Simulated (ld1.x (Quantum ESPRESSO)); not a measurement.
**Configuration tests for gallium (ultrasoft)**

```
Element                 : Ga (Z = 31)
Generator               : ld1.x (Quantum ESPRESSO) 7.5
Type                    : ultrasoft
Functional              : PBEsol
Relativity              : scalar-relativistic
Frozen core             : [Ar] 3d10
Valence charge          : 3
Reference configuration : 4s1 4p2
Partial waves           : 4s (bound): rcut 1.85, rcutus 2.15 bohr; 4s channel at 2.6 Ry: rcut 1.85, rcutus 2.15 bohr; 4p (bound): rcut 1.70, rcutus 1.85 bohr; 4p channel at 0.25 Ry: rcut 1.70, rcutus 1.85 bohr; 4d channel at 0.15 Ry: rcut 1.45, rcutus 2.05 bohr
Local potential         : all-electron potential smoothed inside 1.55 bohr (lloc = -1)
Core correction         : none
Augmentation charge     : PSQ, radius 1.30 bohr
```

Energies are relative to the spin-unpolarised reference configuration 4s1 4p2; without spin polarisation the order of configurations can differ from experiment. Not all tests gave a result: test run stopped at test 5 of 7 (negative rho).

| valence configuration | charge | ΔE all-electron (eV) | error AE − PS (meV) |
| --- | --- | --- | --- |
| 4s2 4p1 | 0 | -6.551 | +19 |
| 4s2 4p0 | +1 | -0.872 | +26 |
| 4s1 4p0 | +2 | 20.264 | -17 |

Q: What are ΔE and the potential's error for 4s1 4p1?

A: ΔE = 6.533 eV all-electron; the error (AE − PS) is -8.7 meV.

Levels in the configuration 4s1 4p1:

| level | all-electron (eV) | pseudo (eV) |
| --- | --- | --- |
| 4s | -17.449 | -17.469 |
| 4p | -9.951 | -9.969 |
